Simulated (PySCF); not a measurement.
## Energy of Sc (scandium, neutral) between two integer charges

The 4s beta orbital of [Ar] 3d1 4s2 is emptied in steps (occupation f), with all orbitals relaxed, ending at [Ar] 3d1 4s1. All numbers are calculated (PySCF 2.14, no relativity, point nucleus, in aug-cc-pVTZ (8s7p5d3f2g, 93 functions)). The exact energy is a straight line in f; departures are measured from the line between the end points of the same method.

```tsv
f	PBE0 (eV)	r2SCAN (eV)
1	0.000	0.000
0.75	-0.308	-0.382
0.5	-0.398	-0.481
0.25	-0.274	-0.311
0	0.000	0.000
```

```csv
method,E(f=0) − E(f=1) (eV),−ε at f=1 (eV),−ε at f=0.5 (eV)
PBE0,6.235,4.568,6.314
r2SCAN,6.043,3.949,6.210
```

Orbital energy along the path (eV):

```tsv
f	PBE0	r2SCAN
1	-4.568	-3.949
0.75	-5.437	-5.082
0.5	-6.314	-6.210
0.25	-7.110	-7.165
0	-7.212	-6.941
```

As f goes to zero the orbital energy of a semilocal functional can turn back, because the density of that orbital vanishes from the exchange-correlation potential.

Reference removal energy between the ground levels: 6.561 eV (measured; NIST Atomic Spectra Database, ionization energies). The calculation has no spin-orbit coupling.
